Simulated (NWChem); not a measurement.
System: AlH3O2; SMILES [OH][AlH][OH]

Input file for NWChem:

```
start job
memory heap 200 mb stack 900 mb global 1100 mb
geometry units angstroms noautosym nocenter noautoz
  Al    -0.356546    -0.142380    -0.246479
  H     -1.527459    -0.944865    -0.926605
  O     -0.143838     1.477931    -0.700417
  H      0.532207     2.064763    -0.358379
  O      0.699090    -0.807354     0.910416
  H      0.679939    -1.704558     1.245047
end
basis spherical
  Al library cc-pvdz
  H library cc-pvdz
  O library cc-pvdz
end
dft
  xc pbe0
  iterations 150
end
property
  shielding
end
task dft property
```

Parts of the log:

```
             Northwest Computational Chemistry Package (NWChem) 7.3.0
             --------------------------------------------------------

                             Geometry "geometry" -> ""
                             -------------------------

 Output coordinates in angstroms (scale by  1.889725989 to convert to a.u.)

  No.       Tag          Charge          X              Y              Z
 ---- ---------------- ---------- -------------- -------------- --------------
    1 Al                  13.0000    -0.35654600    -0.14238000    -0.24647900
    2 H                    1.0000    -1.52745900    -0.94486500    -0.92660500
    3 O                    8.0000    -0.14383800     1.47793100    -0.70041700
    4 H                    1.0000     0.53220700     2.06476300    -0.35837900
    5 O                    8.0000     0.69909000    -0.80735400     0.91041600
    6 H                    1.0000     0.67993900    -1.70455800     1.24504700

 Effective nuclear repulsion energy (a.u.)     101.2287509352

                              NWChem Property Module
                              ----------------------

  itol2e modified to match energy
  convergence criterion.

                                 NWChem DFT Module
                                 -----------------

 Summary of "ao basis" -> "ao basis" (spherical)
 ------------------------------------------------------------------------------
       Tag                 Description            Shells   Functions and Types
 ---------------- ------------------------------  ------  ---------------------
 Al                         cc-pvdz                  8       18   4s3p1d
 H                          cc-pvdz                  3        5   2s1p
 O                          cc-pvdz                  6       14   3s2p1d

  itol2e modified to match energy
  convergence criterion.

            General Information
            -------------------
          SCF calculation type: DFT
          Wavefunction type:  closed shell.
          No. of atoms     :     6
          No. of electrons :    32
           Alpha electrons :    16
            Beta electrons :    16
          Charge           :     0
          Spin multiplicity:     1
          Use of symmetry is: off; symmetry adaption is: off
          Maximum number of iterations: 150
          AO basis - number of functions:    61
                     number of shells:    29
          Convergence on energy requested:  1.00D-07
          Convergence on density requested:  1.00D-05
          Convergence on gradient requested:  5.00D-04

              XC Information
              --------------
                         PBE0 Method XC Functional
                     Hartree-Fock (Exact) Exchange  0.250
          PerdewBurkeErnzerhof Exchange Functional  0.750
            Perdew 1991 LDA Correlation Functional  1.000 local
           PerdewBurkeErnz. Correlation Functional  1.000 non-local

             Grid Information
             ----------------
          Grid used for XC integration:  fine
          Radial quadrature: Mura-Knowles
          Angular quadrature: Lebedev.
          Tag              B.-S. Rad. Rad. Pts. Rad. Cut. Ang. Pts.
          ---              ---------- --------- --------- ---------
          Al                  1.25      123           9.0       770
          H                   0.35       60          11.0       590
          O                   0.60       70          11.0       590
          Grid pruning is: on
          Number of quadrature shells:   443
          Spatial weights used:  Erf1

      Superposition of Atomic Density Guess
      -------------------------------------

 Sum of atomic energies:        -392.89977228

      Non-variational initial energy
      ------------------------------

 Total energy =    -393.403362
 1-e energy   =    -745.003493
 2-e energy   =     250.371379
 HOMO         =      -0.432574
 LUMO         =      -0.004273

   convergence    iter        energy       DeltaE   RMS-Dens  Diis-err
 ---------------- ----- ----------------- --------- --------- ---------
 d= 0,ls=0.0,diis     1   -394.3897804642 -4.96D+02  2.03D-02  9.95D-01
 d= 0,ls=0.0,diis     2   -394.2626411121  1.27D-01  1.16D-02  2.40D+00
 d= 0,ls=0.0,diis     3   -394.4982192188 -2.36D-01  8.77D-04  9.02D-03
 d= 0,ls=0.0,diis     4   -394.4991077052 -8.88D-04  2.18D-04  3.20D-04
 d= 0,ls=0.0,diis     5   -394.4991299384 -2.22D-05  8.52D-05  1.30D-04
  Resetting Diis
 d= 0,ls=0.0,diis     6   -394.4991420565 -1.21D-05  1.82D-05  2.88D-06
 d= 0,ls=0.0,diis     7   -394.4991423507 -2.94D-07  5.34D-06  7.52D-08
 d= 0,ls=0.0,diis     8   -394.4991423529 -2.19D-09  2.40D-06  7.46D-08

         Total DFT energy =     -394.499142352933
      One electron energy =     -748.348679481226
           Coulomb energy =      289.417515799369
    Exchange-Corr. energy =      -36.796729606258
 Nuclear repulsion energy =      101.228750935182

 Numeric. integr. density =       32.000000166729

                       DFT Final Molecular Orbital Analysis
                       ------------------------------------

 Vector   14  Occ=2.000000D+00  E=-3.418146D-01
              MO Center=  2.8D-01,  1.5D-01,  1.8D-01, r^2= 2.7D+00
   Bfn.  Coefficient  Atom+Function         Bfn.  Coefficient  Atom+Function
  ----- ------------  ---------------      ----- ------------  ---------------
    48      0.318512  5 O  pz                29      0.280119  3 O  pz
    46     -0.269190  5 O  px                51      0.233895  5 O  pz
    27     -0.229386  3 O  px                32      0.206854  3 O  pz
    49     -0.197934  5 O  px                30     -0.169722  3 O  px
    47      0.123471  5 O  py                10      0.119481  1 Al pz

 Vector   15  Occ=2.000000D+00  E=-3.208174D-01
              MO Center= -3.3D-01, -7.3D-01,  7.5D-03, r^2= 2.9D+00
   Bfn.  Coefficient  Atom+Function         Bfn.  Coefficient  Atom+Function
  ----- ------------  ---------------      ----- ------------  ---------------
    46      0.335594  5 O  px                19      0.306297  2 H  s
    49      0.245104  5 O  px                20      0.234050  2 H  s
    48      0.228097  5 O  pz                51      0.171120  5 O  pz
    47      0.162772  5 O  py                 8     -0.157934  1 Al px
    10     -0.113387  1 Al pz                50      0.107816  5 O  py

 Vector   16  Occ=2.000000D+00  E=-3.190758D-01
              MO Center=  2.1D-01,  4.5D-01, -2.8D-03, r^2= 2.7D+00
   Bfn.  Coefficient  Atom+Function         Bfn.  Coefficient  Atom+Function
  ----- ------------  ---------------      ----- ------------  ---------------
    29      0.338662  3 O  pz                48     -0.296001  5 O  pz
    27     -0.286787  3 O  px                46      0.257392  5 O  px
    32      0.253288  3 O  pz                51     -0.225302  5 O  pz
    30     -0.214805  3 O  px                49      0.195758  5 O  px
    28      0.133864  3 O  py                47     -0.115045  5 O  py

 Vector   17  Occ=0.000000D+00  E= 2.062255D-03
              MO Center= -4.5D-01, -2.3D-01, -3.0D-01, r^2= 4.2D+00
   Bfn.  Coefficient  Atom+Function         Bfn.  Coefficient  Atom+Function
  ----- ------------  ---------------      ----- ------------  ---------------
    13      0.536963  1 Al pz                11     -0.456319  1 Al px
    10      0.277556  1 Al pz                 8     -0.235765  1 Al px
    12      0.210237  1 Al py                51     -0.151036  5 O  pz
    32     -0.147793  3 O  pz                48     -0.145410  5 O  pz
    29     -0.143349  3 O  pz                49      0.128242  5 O  px

 Vector   18  Occ=0.000000D+00  E= 1.322642D-02
              MO Center= -3.8D-02, -1.2D-01,  1.7D-02, r^2= 4.6D+00
   Bfn.  Coefficient  Atom+Function         Bfn.  Coefficient  Atom+Function
  ----- ------------  ---------------      ----- ------------  ---------------
     4      1.087535  1 Al s                 20     -0.521164  2 H  s
    45     -0.461693  5 O  s                 26     -0.360788  3 O  s
    58      0.244853  6 H  s                 39      0.211120  4 H  s
    19     -0.194817  2 H  s                  2     -0.132790  1 Al s
    17      0.126682  1 Al d  1              44     -0.121078  5 O  s

 Vector   19  Occ=0.000000D+00  E= 5.439640D-02
              MO Center= -3.4D-01, -3.0D-01, -1.7D-01, r^2= 6.3D+00
   Bfn.  Coefficient  Atom+Function         Bfn.  Coefficient  Atom+Function
  ----- ------------  ---------------      ----- ------------  ---------------
    12      0.878413  1 Al py                26     -0.447331  3 O  s
    13     -0.351754  1 Al pz                45      0.279633  5 O  s
    39      0.191171  4 H  s                 58     -0.189169  6 H  s
    20      0.181532  2 H  s                 50     -0.173184  5 O  py
    47     -0.143182  5 O  py                14     -0.122405  1 Al d -2

     Multipole analysis of the density
     ---------------------------------

     L   x y z        total         alpha         beta         nuclear
     -   - - -        -----         -----         ----         -------
     0   0 0 0     -0.000000    -16.000000    -16.000000     32.000000

     1   1 0 0      0.222302      0.591515      0.591515     -0.960727
     1   0 1 0     -0.368013     -2.951525     -2.951525      5.535038
     1   0 0 1      0.331268      1.643562      1.643562     -2.955856

     2   2 0 0    -18.589422    -25.019263    -25.019263     31.449105
     2   1 1 0      0.886584      7.894125      7.894125    -14.901667
     2   1 0 1     -2.073648    -17.305350    -17.305350     32.537053
     2   0 2 0    -14.926904    -62.839723    -62.839723    110.752543
     2   0 1 1      0.107817     28.072579     28.072579    -56.037341
     2   0 0 2    -18.362916    -33.969071    -33.969071     49.575226

          -----------------------------------------
          Chemical Shielding Tensors (GIAO, in ppm)
          -----------------------------------------

                                NWChem CPHF Module
                                ------------------

  scftype          =     RHF
  nclosed          =       16
  nopen            =        0
  variables        =      720
  # of vectors     =        3
  tolerance        = 0.10D-03
  level shift      = 0.00D+00
  max iterations   =       50
  max subspace     =       30

 SCF residual:    1.1774287085931469E-004

Iterative solution of linear equations
  No. of variables      720
  No. of equations        3
  Maximum subspace       30
        Iterations       50
       Convergence  1.0D-04

   iter   nsub   residual    time
   ----  ------  --------  ---------
     1      3    3.77D-01      39.1
     2      6    1.11D-02      43.4
     3      9    5.08D-04      47.7
     4     12    3.25D-05      51.9

      Atom:    1  Al
        Diamagnetic
    796.7003     -1.1323     -0.4566
     -1.1323    798.9083     -1.4127
     -0.4566     -1.4127    797.9221

        Paramagnetic
   -303.0895     15.2305     26.4587
     15.2305   -298.5195     -3.8146
     26.4587     -3.8146   -317.3113

        Total Shielding Tensor
    493.6108     14.0982     26.0022
     14.0982    500.3888     -5.2273
     26.0022     -5.2273    480.6108

           isotropic =     491.5368
          anisotropy =      39.8481

          Principal Components and Axis System
                 1           2           3
              518.1022    500.0240    456.4843

      1         0.7561     -0.2091     -0.6202
      2         0.4662      0.8371      0.2861
      3         0.4594     -0.5055      0.7304

      Atom:    2  H
        Diamagnetic
     31.1025      4.5074      4.1275
      4.5074     27.6405      2.4662
      4.1275      2.4662     26.7019

        Paramagnetic
     -2.1234     -1.3575     -0.7865
     -1.3575     -1.1432     -0.9297
     -0.7865     -0.9297     -0.8745

        Total Shielding Tensor
     28.9790      3.1499      3.3410
      3.1499     26.4974      1.5365
      3.3410      1.5365     25.8274

           isotropic =      27.1013
          anisotropy =       8.8103

          Principal Components and Axis System
                 1           2           3
               32.9748     24.7371     23.5919

      1         0.7539     -0.2164     -0.6203
      2         0.4744      0.8324      0.2863
      3         0.4544     -0.5101      0.7303

      Atom:    3  O
        Diamagnetic
    375.9078     15.5529      3.7936
     15.5529    402.6364     -1.8748
      3.7936     -1.8748    368.1638

        Paramagnetic
    -98.1874      5.3000    -37.9253
      5.3000    -47.4385      1.2379
    -37.9253      1.2379    -88.4571

        Total Shielding Tensor
    277.7204     20.8529    -34.1316
     20.8529    355.1979     -0.6369
    -34.1316     -0.6369    279.7067

           isotropic =     304.2083
          anisotropy =      86.0953

          Principal Components and Axis System
                 1           2           3
              361.6051    308.3787    242.6410

      1         0.2878     -0.6195      0.7304
      2         0.9492      0.2859     -0.1315
      3        -0.1273      0.7311      0.6703

      Atom:    4  H
        Diamagnetic
     31.4785     11.0510      3.9948
     11.0510     37.4388      3.1630
      3.9948      3.1630     23.7806

        Paramagnetic
     -0.9436     -1.7698     -1.0892
     -1.7698     -1.9899     -0.2630
     -1.0892     -0.2630      0.3455

        Total Shielding Tensor
     30.5349      9.2812      2.9056
      9.2812     35.4489      2.9000
      2.9056      2.9000     24.1261

           isotropic =      30.0366
          anisotropy =      20.1212

          Principal Components and Axis System
                 1           2           3
               43.4508     23.8553     22.8039

      1         0.6012      0.5057     -0.6187
      2         0.7720     -0.5674      0.2863
      3         0.2062      0.6498      0.7316

      Atom:    5  O
        Diamagnetic
    375.3957     -8.6484     11.8021
     -8.6484    391.7602    -17.6242
     11.8021    -17.6242    382.4060

        Paramagnetic
    -58.3188    -23.0452     15.3250
    -23.0452   -182.8847     26.2837
     15.3250     26.2837    -63.0497

        Total Shielding Tensor
    317.0768    -31.6935     27.1271
    -31.6935    208.8755      8.6595
     27.1271      8.6595    319.3564

           isotropic =     281.7696
          anisotropy =      98.3809

          Principal Components and Axis System
                 1           2           3
              347.3568    299.7257    198.2262

      1         0.7317     -0.6200      0.2833
      2        -0.1256      0.2859      0.9500
      3         0.6700      0.7306     -0.1314

      Atom:    6  H
        Diamagnetic
     23.6053     -2.5747      2.3806
     -2.5747     41.7090     -9.9006
      2.3806     -9.9006     27.8830

        Paramagnetic
      0.4874     -0.1094     -0.8458
     -0.1094     -5.1069      2.5060
     -0.8458      2.5060     -0.1646

        Total Shielding Tensor
     24.0927     -2.6841      1.5348
     -2.6841     36.6020     -7.3946
      1.5348     -7.3946     27.7184

           isotropic =      29.4710
          anisotropy =      17.8044

          Principal Components and Axis System
                 1           2           3
               41.3406     23.5501     23.5224

      1        -0.1765      0.7485     -0.6392
      2         0.8566      0.4367      0.2749
      3        -0.4849      0.4990      0.7183
```

Level: PBE0/cc-pVDZ, GIAO. Coordinates come from a PBE0/def2-SVP optimisation. The printed shielding anisotropy is the first printed principal value minus the mean of the other two.
